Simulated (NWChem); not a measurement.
System: CAlF2NO; SMILES O=C=[N][Al]([F])[F]

Input file for NWChem:

```
start job
memory heap 200 mb stack 900 mb global 1100 mb
geometry units angstroms noautosym nocenter noautoz
  Al    -0.008050    -0.927541     0.000817
  F      1.415194    -1.783240    -0.000597
  F     -1.445322    -1.759416     0.002389
  N      0.006789     0.830526     0.001127
  C      0.017889     2.044186     0.001153
  O      0.028615     3.223378     0.001256
end
basis spherical
  Al library aug-cc-pvdz
  F library aug-cc-pvdz
  N library aug-cc-pvdz
  C library aug-cc-pvdz
  O library aug-cc-pvdz
end
dft
  xc bhlyp
  iterations 150
end
property
  response 1 0.0
end
task dft property
```

Parts of the log:

```
             Northwest Computational Chemistry Package (NWChem) 7.3.0
             --------------------------------------------------------

                             Geometry "geometry" -> ""
                             -------------------------

 Output coordinates in angstroms (scale by  1.889725989 to convert to a.u.)

  No.       Tag          Charge          X              Y              Z
 ---- ---------------- ---------- -------------- -------------- --------------
    1 Al                  13.0000    -0.00805000    -0.92754100     0.00081700
    2 F                    9.0000     1.41519400    -1.78324000    -0.00059700
    3 F                    9.0000    -1.44532200    -1.75941600     0.00238900
    4 N                    7.0000     0.00678900     0.83052600     0.00112700
    5 C                    6.0000     0.01788900     2.04418600     0.00115300
    6 O                    8.0000     0.02861500     3.22337800     0.00125600

 Effective nuclear repulsion energy (a.u.)     247.4690888532

                              NWChem Property Module
                              ----------------------

                                 NWChem DFT Module
                                 -----------------

 Summary of "ao basis" -> "ao basis" (spherical)
 ------------------------------------------------------------------------------
       Tag                 Description            Shells   Functions and Types
 ---------------- ------------------------------  ------  ---------------------
 Al                       aug-cc-pvdz               11       27   5s4p2d
 F                        aug-cc-pvdz                9       23   4s3p2d
 N                        aug-cc-pvdz                9       23   4s3p2d
 C                        aug-cc-pvdz                9       23   4s3p2d
 O                        aug-cc-pvdz                9       23   4s3p2d

            General Information
            -------------------
          SCF calculation type: DFT
          Wavefunction type:  closed shell.
          No. of atoms     :     6
          No. of electrons :    52
           Alpha electrons :    26
            Beta electrons :    26
          Charge           :     0
          Spin multiplicity:     1
          Use of symmetry is: off; symmetry adaption is: off
          Maximum number of iterations: 150
          AO basis - number of functions:   142
                     number of shells:    56
          Convergence on energy requested:  1.00D-06
          Convergence on density requested:  1.00D-05
          Convergence on gradient requested:  5.00D-04

              XC Information
              --------------
                        BHLYP Method XC Functional
                     Hartree-Fock (Exact) Exchange  0.500
                        Slater Exchange Functional  0.500 local
                    Becke 1988 Exchange Functional  0.500 non-local
              Lee-Yang-Parr Correlation Functional  1.000

             Grid Information
             ----------------
          Grid used for XC integration:  medium
          Radial quadrature: Mura-Knowles
          Angular quadrature: Lebedev.
          Tag              B.-S. Rad. Rad. Pts. Rad. Cut. Ang. Pts.
          ---              ---------- --------- --------- ---------
          Al                  1.25       88          14.0       590
          F                   0.50       49          14.0       434
          N                   0.65       49          12.0       434
          C                   0.70       49          15.0       434
          O                   0.60       49          16.0       434
          Grid pruning is: on
          Number of quadrature shells:   333
          Spatial weights used:  Erf1

      Superposition of Atomic Density Guess
      -------------------------------------

 Sum of atomic energies:        -607.38854924

      Non-variational initial energy
      ------------------------------

 Total energy =    -608.831135
 1-e energy   =   -1333.779392
 2-e energy   =     477.479168
 HOMO         =      -0.408077
 LUMO         =      -0.072644

   convergence    iter        energy       DeltaE   RMS-Dens  Diis-err
 ---------------- ----- ----------------- --------- --------- ---------
 d= 0,ls=0.0,diis     1   -610.1444533950 -8.58D+02  1.04D-02  1.39D+00
 d= 0,ls=0.0,diis     2   -610.1196385128  2.48D-02  4.55D-03  2.04D+00
 d= 0,ls=0.0,diis     3   -610.2912897661 -1.72D-01  8.70D-04  2.97D-02
 d= 0,ls=0.0,diis     4   -610.2924851254 -1.20D-03  4.44D-04  1.68D-02
 d= 0,ls=0.0,diis     5   -610.2941899331 -1.70D-03  8.18D-05  3.03D-04
  Resetting Diis
 d= 0,ls=0.0,diis     6   -610.2942246878 -3.48D-05  1.95D-05  6.84D-06
 d= 0,ls=0.0,diis     7   -610.2942256300 -9.42D-07  1.01D-05  2.43D-06
 d= 0,ls=0.0,diis     8   -610.2942256526 -2.26D-08  5.01D-06  2.58D-06

         Total DFT energy =     -610.294225652626
      One electron energy =    -1336.769757390029
           Coulomb energy =      539.499951941793
    Exchange-Corr. energy =      -60.493509057554
 Nuclear repulsion energy =      247.469088853165

 Numeric. integr. density =       51.999999921737

                       DFT Final Molecular Orbital Analysis
                       ------------------------------------

[...]

 DFT Linear Response polarizability / au
 Frequency  =       0.0000000 / au
              X              Y              Z
 -----------------------------------------------
 X      30.2483823      0.2507701     -0.0027251
 Y       0.2507706     58.2085368      0.0027943
 Z      -0.0027250      0.0027998     27.6112245
 -----------------------------------------------
 Eigenvalues =      30.2461362     58.2107860     27.6112213
 Isotropic   =      38.6893812
 Anisotropic =      29.3708850
 -----------------------------------------------

 Magnetic Dipole Response Matrix (nonzero elements):

 Exiting AOResponse driver routine
```

Level: BHandHLYP/aug-cc-pVDZ. The geometry was optimised at PBE-D3(BJ)/def2-SVP.
